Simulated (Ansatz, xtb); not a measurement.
**Isomers of C6H8Si in order of energy**

4 gas-phase structures of C6H8Si, from a drawn sample of its isomers (lower ones may exist). Each was relaxed with GFN2-xTB; where two conformers were screened, the lower at r2SCAN-D4/def2-SVP//GFN2-xTB is listed:

A. `C#CC[SiH2]CC#C`, a singlet
B. `C#C[Si](C)(C)C#C`, a singlet
C. `C#CC(C#C)[SiH2]C`, a singlet
D. `C#CC[Si@@H](C)C#C`, a singlet

Make a reasoned guess at their ranking by r2SCAN-D4/def2-SVP//GFN2-xTB single-point energy.

Calculated order at r2SCAN-D4/def2-SVP//GFN2-xTB: B (0.0), D (51.0), A (104.4), C (117.4) kJ/mol.

Energies above the lowest of each column, in kJ/mol; the last columns are at r2SCAN-D4/def2-SVP geometries and were run for some of them only (a dash: not run or not comparable):

```
structure  GFN2-xTB  HF/STO-3G  r2SCAN-D4/def2-SVP//GFN2-xTB  r2SCAN-D4/def2-SVP  CCSD(T)/def2-SVP + ΔMP2/def2-TZVPP
        B      42.0        0.0                           0.0                 0.0                                 0.0
        D      19.2       66.2                          51.0                51.1                                63.6
        A       0.0      132.4                         104.4               104.4                               127.5
        C       1.6      141.3                         117.4                   –                                   –
```

CCSD(T)/def2-SVP + ΔMP2/def2-TZVPP puts B lowest of those it was run on; GFN2-xTB picks A. Flexible structures stand in one conformer each, not always the lowest. Frequencies (GFN2-xTB) were run for A, B, D alone. The ΔMP2 step shifts differences by up to 21.5 kJ/mol, which makes them less sure. ΔMP2 is the change of the MP2 energy from the smaller to the larger basis.

Over these structures GFN2-xTB departs from r2SCAN-D4/def2-SVP//GFN2-xTB by 57.6 kJ/mol on average once a common shift is removed. A GFN2-xTB relaxation took about 0.089 s and the r2SCAN-D4/def2-SVP//GFN2-xTB energy about 1.7 s on a shared host (Ansatz 0.2.0, xtb 6.7.1).
